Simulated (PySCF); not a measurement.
# Shifts of the heteroatoms

Atom-mapped SMILES (the numbers label the heavy atoms): `[CH3:1][c:2]1[n:3][nH:4][n:5][c:6]1[Si:7]([CH3:8])([CH3:9])[CH3:10]`; H(Xn) means a hydrogen on atom n.

Theory: PBE0/pcSseg-1 with gauge-including orbitals, geometry: GFN2-xTB, in PySCF 2.14 (non-relativistic Hamiltonian, a single conformation, in vacuum, fast rotation and ring inversion assumed for equivalent nuclei).

(1) Where does ²⁹Si resonate?

(2) Where does ¹⁵N resonate?

Answers

(1) 
| atoms | environment | σ (ppm) | δ (ppm) |
| --- | --- | --- | --- |
| Si7 | silicon bonded to 4 C | 359.6 | -15.6 |

Shieldings were converted by a linear fit to measured shifts: ²⁹Si: δ = 279.94 − 0.822σ (rms 8.9 ppm, 72 shifts, 25.8 ppm with the 6 outliers that the fit left out vs TMS, solution or neat liquid). A few per cent of atoms miss by over 2 rms, more outside the fitted compound classes.

On a 500 MHz spectrometer ²⁹Si resonates near 99.3 MHz, so 1 ppm is 99.3 Hz.

(2) 
```json
{"atoms": "N5", "environment": "pyridine-type nitrogen of an azole", "σ (ppm)": "-109.3", "δ (ppm)": "-47.4"}
{"atoms": "N3", "environment": "pyridine-type nitrogen of an azole", "σ (ppm)": "-88.2", "δ (ppm)": "-66.8"}
{"atoms": "N4", "environment": "pyrrole-type ring nitrogen", "σ (ppm)": "4.5", "δ (ppm)": "-152.2"}
```

Shieldings were converted by a linear fit to measured shifts: ¹⁵N: δ = -148.07 − 0.921σ (rms 6.3 ppm, 71 shifts vs CH3NO2, solution or neat liquid). Occasional misses reach two or three times the rms, and more in compound classes unlike the fitted ones.

On a 600 MHz spectrometer ¹⁵N resonates near 60.8 MHz, so 1 ppm is 60.8 Hz.
